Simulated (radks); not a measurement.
Problem. The table gives one normalised radial function P(r) = r R(r) (large component) of Bi2+ in [Hg] 6p1 (r in bohr). All-electron calculation, Dirac Kohn-Sham, BLYP, spin-unpolarised, spherical densities, point nucleus; open shells fill j = l - 1/2 first. Program: a radial shooting solver on a logarithmic mesh with Libxc functionals.

r           P
0.001143   0.0023
0.001848   0.0057
0.00301    0.0137
0.004865   0.0316
0.007861   0.0693
0.0127     0.1397
0.02053    0.2439
0.03345    0.3245
0.05405    0.2094
0.08735   -0.2082
0.1412    -0.4377
0.2281     0.2334
0.3717     0.5912
0.6006    -0.6125
0.9707    -1.1696
1.569     -0.4660
2.535     -0.0507
4.097     -0.0010
6.674     0.0000
10.79     0.0000

Which n and l does it have? It may be an empty orbital.

Solution. n = 5, l = 1: the number of nodes gives n - l - 1 = 3, the rise at small r points to l (this Dirac orbital starts as r^gamma with gamma = sqrt((l + 1)^2 - (Z/c)^2) = 1.91; the j = 3/2 orbital of l + 1 starts with the same power, but with a smaller coefficient, and then steepens), and the extent must fit the shell. The curve is that of 5p3/2; the two j differ most near the nucleus, where j = l - 1/2 has the larger amplitude, and in heavy atoms j = l - 1/2 is also the more compact. 5p3/2: eigenvalue -106.01 eV, 3 radial nodes at r = 0.0708, 0.202, 0.489 bohr, <r> = 0.975 bohr, 90 % of the charge inside 1.40 bohr.
